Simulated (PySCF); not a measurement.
Vertical excitation energies

Species: C5H9FOSi.
Structure used (GFN2-xTB), in Å, numbered top down from 1:
```xyz
17
C5H9FOSi angstrom
O     -3.018    1.179    0.457
C     -2.513    0.136    0.231
F     -3.281   -0.999    0.297
C     -1.104   -0.206   -0.079
C     -0.157    0.973   -0.337
C      0.812    0.421    0.727
Si     2.385   -0.387    0.025
C     -0.274   -0.572    1.178
H     -1.073   -0.989   -0.837
H      0.227    1.045   -1.352
H     -0.613    1.923   -0.062
H      1.067    1.151    1.496
H      1.995   -1.360   -0.998
H      3.209    0.661   -0.577
H      3.087   -1.064    1.115
H     -0.769   -0.280    2.104
H      0.013   -1.619    1.249
```

Method: TDDFT B3LYP/def2-SVPD, vertical, gas phase, core orbitals frozen in the response in PySCF.

Problem. What does the calculation give for the low-lying excited states?

Solution. 

| state | E (eV) | λ (nm) | f | \|μ\| (D) | main configurations (H = HOMO, L = LUMO) |
| --- | --- | --- | --- | --- | --- |
| S1 | 5.96 | 207.9 | 0.0048 | 0.46 | H-1→L (70%), H→L (22%) |
| S2 | 6.55 | 189.4 | 0.0092 | 0.61 | H→L (76%), H-1→L (20%) |
| S3 | 7.14 | 173.7 | 0.0060 | 0.47 | H-2→L (57%), H-3→L (34%) |
| S4 | 7.29 | 170.2 | 0.030 | 1.05 | H-3→L (61%), H-2→L (33%) |
| S5 | 7.37 | 168.1 | 0.014 | 0.72 | H→L+1 (98%) |
| S6 | 7.98 | 155.4 | 0.027 | 0.94 | H→L+4 (43%), H→L+2 (35%) |
| S7 | 7.99 | 155.1 | 0.011 | 0.61 | H-1→L+1 (61%), H→L+2 (12%), H→L+3 (9%) |
| S8 | 8.06 | 153.8 | 0.029 | 0.97 | H→L+3 (64%), H-2→L+1 (13%), H-4→L (11%) |

Triplets, Tamm–Dancoff:

```csv
state,E (eV),λ (nm),"main configurations (H = HOMO, L = LUMO)"
T1,5.40,229.8,"H-1→L (74%), H→L (20%)"
T2,6.32,196.3,"H→L (52%), H-2→L (14%), H-6→L (12%)"
T3,6.56,188.9,"H-6→L (34%), H→L (24%), H-4→L (10%)"
```

The lowest singlet lies at 5.96 eV (208 nm, ultraviolet) and is very weak; its leading configuration is HOMO-1→LUMO (70%). The strongest level in the table is S4 at 7.29 eV (170 nm, f = 0.030). Löwdin shares by element: HOMO carbon 46% or more, silicon 18% (atoms not listed hold the other 35%); LUMO carbon 44% or more, oxygen 30%, fluorine 9% (atoms not listed hold the other 17%). Orbital energies (eV): HOMO-3 -9.17, HOMO-2 -9.11, HOMO-1 -8.83, HOMO -8.32, LUMO -0.95, LUMO+1 -0.06, LUMO+2 0.48. The listed states span 2.10 eV, and the widest gap between neighbours is 0.61 eV (S5 to S6). The oscillator strengths of these states sum to 0.132; summed over the whole spectrum of an exact calculation they would give the number of electrons, 70 (Thomas–Reiche–Kuhn). The window holds the lowest 8 singlets.

One conformer stands for the species.
